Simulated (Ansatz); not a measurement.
Sn₂H₄⁺. Total charge 1; doublet. Geometry B3LYP-D4/def2-TZVP; atoms count from 1.

| atom | x (Å) | y (Å) | z (Å) |
| --- | --- | --- | --- |
| Sn1 | -0.345 | 1.287 | 0.292 |
| Sn2 | 0.345 | -1.286 | -0.292 |
| H3 | 0.582 | 2.553 | -0.357 |
| H4 | -0.596 | -2.546 | 0.347 |
| H5 | 1.229 | -1.598 | -1.708 |
| H6 | -1.215 | 1.591 | 1.718 |

In the def2 sets Sn takes a core potential; there is no spin–orbit coupling. The structure comes from a short search, and lower isomers may exist.

Estimate the Mulliken populations from the PBE0/def2-TZVP orbitals of Ansatz.


| atom | charge (e) | spin (α − β) |
| --- | --- | --- |
| Sn1 | 0.34 | 0.51 |
| Sn2 | 0.34 | 0.51 |
| H3 | 0.08 | 0.00 |
| H4 | 0.08 | 0.00 |
| H5 | 0.08 | 0.00 |
| H6 | 0.08 | 0.00 |
Mulliken values and Mayer orders depend strongly on the basis.

Where does the spin sit?

Summed by element: Sn 1.01, H -0.01, of 1 unpaired in all. Largest on single atoms: Sn1 0.51, Sn2 0.51, H4 0.00.

And the Mayer bond orders between bonded heavy atoms (over 0.3)?

Sn1–Sn2 1.24 (2.73 Å).
